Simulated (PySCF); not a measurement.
## Two-component Hartree-Fock for Te (tellurium, neutral)

Start: [Kr] 4d10 5s2 5p4; 5p1/2 filled at m_j = -1/2, +1/2; 5p3/2 filled at m_j = +1/2, +3/2. Calculated with PySCF 2.14 in x2c-SVPall-2c: generalised Hartree-Fock with the X2C-1e Hamiltonian and a Gaussian nucleus; one run each with spin-orbit coupling (SO) switched off, then screened by Boettger's factors.

```json
{"spinor shell": "1s1/2", "electrons": "2", "ε, spin-free (eV)": "-31969.4", "ε, screened SO (eV)": "-31966.0", "weight of nominal j (screened SO)": "1.000", "rms radius, screened SO (bohr)": "0.0318"}
{"spinor shell": "2s1/2", "electrons": "2", "ε, spin-free (eV)": "-5000.2", "ε, screened SO (eV)": "-4999.2", "weight of nominal j (screened SO)": "1.000", "rms radius, screened SO (bohr)": "0.130"}
{"spinor shell": "2p1/2", "electrons": "2", "ε, spin-free (eV)": "-4483.1", "ε, screened SO (eV)": "-4673.9", "weight of nominal j (screened SO)": "1.000", "rms radius, screened SO (bohr)": "0.112"}
{"spinor shell": "2p3/2", "electrons": "4", "ε, spin-free (eV)": "-4483.1", "ε, screened SO (eV)": "-4396.3", "weight of nominal j (screened SO)": "1.000", "rms radius, screened SO (bohr)": "0.117"}
{"spinor shell": "3s1/2", "electrons": "2", "ε, spin-free (eV)": "-1037.7", "ε, screened SO (eV)": "-1037.3", "weight of nominal j (screened SO)": "1.000", "rms radius, screened SO (bohr)": "0.343"}
{"spinor shell": "3p1/2", "electrons": "2", "ε, spin-free (eV)": "-865.33", "ε, screened SO (eV)": "-901.84", "weight of nominal j (screened SO)": "1.000", "rms radius, screened SO (bohr)": "0.335"}
{"spinor shell": "3p3/2", "electrons": "4", "ε, spin-free (eV)": "-865.33", "ε, screened SO (eV)": "-848.43", "weight of nominal j (screened SO)": "1.000", "rms radius, screened SO (bohr)": "0.347"}
{"spinor shell": "3d3/2", "electrons": "4", "ε, spin-free (eV)": "-604.93", "ε, screened SO (eV)": "-611.13", "weight of nominal j (screened SO)": "1.000", "rms radius, screened SO (bohr)": "0.320"}
{"spinor shell": "3d5/2", "electrons": "6", "ε, spin-free (eV)": "-604.93", "ε, screened SO (eV)": "-600.30", "weight of nominal j (screened SO)": "1.000", "rms radius, screened SO (bohr)": "0.323"}
{"spinor shell": "4s1/2", "electrons": "2", "ε, spin-free (eV)": "-193.87", "ε, screened SO (eV)": "-193.67", "weight of nominal j (screened SO)": "1.000", "rms radius, screened SO (bohr)": "0.816"}
{"spinor shell": "4p1/2", "electrons": "2", "ε, spin-free (eV)": "-137.90", "ε, screened SO (eV)": "-144.76", "weight of nominal j (screened SO)": "1.000", "rms radius, screened SO (bohr)": "0.860"}
{"spinor shell": "4p3/2", "electrons": "4", "ε, spin-free (eV)": "-137.90", "ε, screened SO (eV)": "-134.53", "weight of nominal j (screened SO)": "1.000", "rms radius, screened SO (bohr)": "0.886"}
{"spinor shell": "4d3/2", "electrons": "4", "ε, spin-free (eV)": "-53.442", "ε, screened SO (eV)": "-54.206", "weight of nominal j (screened SO)": "0.992", "rms radius, screened SO (bohr)": "1.05"}
{"spinor shell": "4d5/2", "electrons": "6", "ε, spin-free (eV)": "-53.442", "ε, screened SO (eV)": "-52.661", "weight of nominal j (screened SO)": "0.995", "rms radius, screened SO (bohr)": "1.06"}
{"spinor shell": "5s1/2", "electrons": "2", "ε, spin-free (eV)": "-20.201", "ε, screened SO (eV)": "-20.133", "weight of nominal j (screened SO)": "0.999", "rms radius, screened SO (bohr)": "2.28"}
{"spinor shell": "5p3/2", "electrons": "2", "ε, spin-free (eV)": "-9.642", "ε, screened SO (eV)": "-9.994", "weight of nominal j (screened SO)": "0.775", "rms radius, screened SO (bohr)": "2.81"}
{"spinor shell": "5p1/2", "electrons": "2", "ε, spin-free (eV)": "-9.642", "ε, screened SO (eV)": "-9.366", "weight of nominal j (screened SO)": "0.711", "rms radius, screened SO (bohr)": "2.78"}
```

```
   quantity    spin-free  screened SO
E (hartree)  -6789.25490  -6791.11393
        M_J            2            2
       ⟨J²⟩        6.008        6.017
       ⟨L²⟩        2.005        2.277
       ⟨S²⟩        2.003        1.899
```

Each row is a mean over spinors that exchange with the open shell spreads, by up to 4.164 eV (5s1/2).

Rows whose weight is well below 1 are mixtures of j = l ± 1/2: exchange outweighs spin-orbit coupling there, and the label is only the starting occupation.

Breit and QED terms are absent; they matter most for the inner s and p1/2 levels.

Densities and radii are taken from the X2C orbitals without a picture-change correction, which distorts them close to the nucleus.

Without spin-orbit coupling the j labels of p, d and f shells carry no meaning; the spin-free column gives the mean over the occupied spinors of each nl shell.
